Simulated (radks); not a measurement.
The nuclear charge of neutral strontium is varied continuously with 38 electrons held in [Kr] 5s2. Calculated with a radial shooting solver on a logarithmic mesh with Libxc functionals: scalar-relativistic Kohn-Sham, BLYP, spin-polarised, spherical densities, finite nucleus; Fermi nuclear charge, rms radius 4.224 fm. By the Hellmann-Feynman theorem dE/dZ = E(electron-nucleus)/Z, the electronic potential at the nucleus (averaged over a nucleus of fixed radius). The scalar-relativistic energy here is not variational (the density holds large components alone), so the two differ by a part that grows with Z.

Z	E (hartree)	E(electron-nucleus)/Z (hartree)	HOMO	e(HOMO) (eV)	<r> HOMO (bohr)
37.8	-3139.70894	-200.090	5s	-2.271	4.572
38	-3179.94401	-201.522	5s	-3.376	4.309
38.2	-3220.46674	-202.952	5s	-4.576	4.091
38.4	-3261.27696	-204.382	5s	-5.865	3.906

The central difference of E at Z = 38 is -201.894 hartree, to compare with the third column; the second derivative is -7.19 hartree.
